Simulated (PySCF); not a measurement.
## (Cl)2Si(OSiH2)2O

Cartesian coordinates in Å; atom numbers follow the order of the lines, from 1:
```xyz
12

Si   -1.1506    0.9967   -0.5874
Cl   -0.9430    2.9684   -0.6241
Cl   -2.8686    0.3267   -1.3221
O    -1.0389    0.5095    0.9477
Si    0.0391   -0.4738    1.6869
O     1.1135   -0.9571    0.5682
Si    1.2654   -0.6541   -1.0210
O     0.0498    0.3511   -1.4528
H    -0.7176   -1.6379    2.1063
H     0.7433    0.3614    2.6405
H     1.0206   -1.8953   -1.7325
H     2.4870    0.1044   -1.2097
```

Computed, not measured: GIAO BP86/def2-SVP magnetisability, rotational g tensor and spin-rotation constants, non-relativistic, gas phase (PySCF). Geometry: GFN2-xTB.

Q: How diamagnetic is it, and how anisotropic?

A: Isotropic -1574 × 10⁻³⁰ J/T², or -94.8 × 10⁻⁶ cm³/mol; principal values -1589, -1571, -1563 × 10⁻³⁰ J/T², anisotropy 23 × 10⁻³⁰ J/T² (root of half the summed squared differences of the principal values). The susceptibility is in cgs units.

Q: Split it along the inertial axes a, b, c into diamagnetic and paramagnetic parts about the centre of mass, with the quadrupole moment.

A: 
| axis | χ (10⁻⁶ cm³/mol) | diamagnetic (10⁻⁶ cm³/mol) | paramagnetic (10⁻⁶ cm³/mol) | summed x² of all electrons (Å²) | quadrupole Θ (D Å) |
| --- | --- | --- | --- | --- | --- |
| a | -94.6 | -1028.0 | 933.4 | 294.8 | -0.05 |
| b | -95.7 | -1777.1 | 1681.4 | 118.2 | -1.89 |
| c | -94.2 | -1752.0 | 1657.8 | 124.1 | +1.93 |

Anisotropies 2χaa − χbb − χcc = +0.6 and 2χbb − χaa − χcc = -2.6 × 10⁻⁶ cm³/mol. Θ is traceless in Buckingham's convention.

Q: And the rotational g tensor?

A: 
| axis | rotational constant (GHz) | g | nuclear part | electronic part |
| --- | --- | --- | --- | --- |
| a | 1.2645 | -0.0271 | 0.5273 | -0.5545 |
| b | 0.6800 | -0.0139 | 0.5233 | -0.5372 |
| c | 0.6764 | -0.0150 | 0.5118 | -0.5268 |

Asymmetric top; isotopes 35Cl, 1H, 16O, 28Si; no vibrational averaging.
